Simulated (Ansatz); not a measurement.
The same group exchange along the group O, S, Te.

Computed with Ansatz on PBE0-D4/def2-TZVP structures; ΔE is electronic, products minus reactants. CBS: MP2 limit from def2 TZ/QZ plus the TZ coupled-cluster correction, frozen cores. This one scheme is used for every species. Functionals use def2-TZVPP. Elements past krypton have def2 core potentials. For Te outer-core shells are correlated without core-valence functions, which leaves a few kJ/mol of doubt a bond. One conformer a species, not always the lowest.

```tsv
reaction	CCSD(T)/CBS(def2) (eV)
`[NH2][AlH][SiH2]O` + `[SiH3]Cl` → `[NH2][AlH][SiH2][SiH2]Cl` + H₂O	0.50
`[NH2][AlH][SiH2]S` + `[SiH3]Cl` → `[NH2][AlH][SiH2][SiH2]Cl` + H₂S	0.38
`[NH2][AlH][SiH2][TeH]` + `[SiH3]Cl` → `[NH2][AlH][SiH2][SiH2]Cl` + H₂Te	?
```

Q: Fill in the missing values. (Estimate.)

A: The calculation gave: `[NH2][AlH][SiH2][TeH]` + `[SiH3]Cl` → `[NH2][AlH][SiH2][SiH2]Cl` + H₂Te: +0.57 eV.

Largest T1 diagnostic: 0.013, for `[NH2][AlH][SiH2][SiH2]Cl`.
